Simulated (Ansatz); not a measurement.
Process, species as SMILES: CNB(O)O [methylaminoboronic acid] + H+ → C[NH2+]B(O)O
Each molecule is optimised on its own at B3LYP-D3(BJ)/def2-TZVP (Ansatz, an electronic-structure program), one conformer each, not searched for the lowest.
Geometry of the first species:
```xyz
11

C      1.8389     0.7209     0.1206
N      0.7835    -0.2076     0.4795
B     -0.5420    -0.2111    -0.0376
O     -1.4826    -1.1421     0.3431
O     -0.9883     0.7192    -0.9466
H      2.5563     0.8204     0.9364
H      2.3904     0.4209    -0.7780
H      1.4271     1.7180    -0.0527
H      1.0872    -0.9676     1.0641
H     -1.1868    -1.7562     1.0181
H     -0.3154     1.3310    -1.2519
```

Property: proton affinity (electronic energy difference), positive where the reaction releases energy, in eV. Cores are frozen in the correlated levels unless marked. No spin-orbit coupling. Non-relativistic. CBS marks a two-point X^-3 extrapolation of the correlation energy; Hartree-Fock from the larger set.

```csv
level,program,proton affinity (eV)
revPBE-D4/def2-TZVPD,Ansatz + dftd4,9.67
B3LYP-D3(BJ)/def2-TZVPD,Ansatz + dftd3,9.67
B3LYP/def2-TZVPD,Ansatz,9.63
HSE06-D3(BJ)/def2-TZVPD,Ansatz + dftd3,9.68
wB97X-V/def2-TZVPD,Ansatz,9.68
B2PLYP-D3(BJ)/def2-TZVPD,Ansatz + dftd3,9.63
"MP2/CBS(cc-pVTZ,cc-pVQZ)",Ansatz,9.60
RI-MP2/cc-pVTZ,Ansatz,9.73
CCSD/6-31G,Ansatz,10.09
"CCSD(T)/CBS(cc-pVTZ,cc-pVQZ)",Ansatz,9.67
```
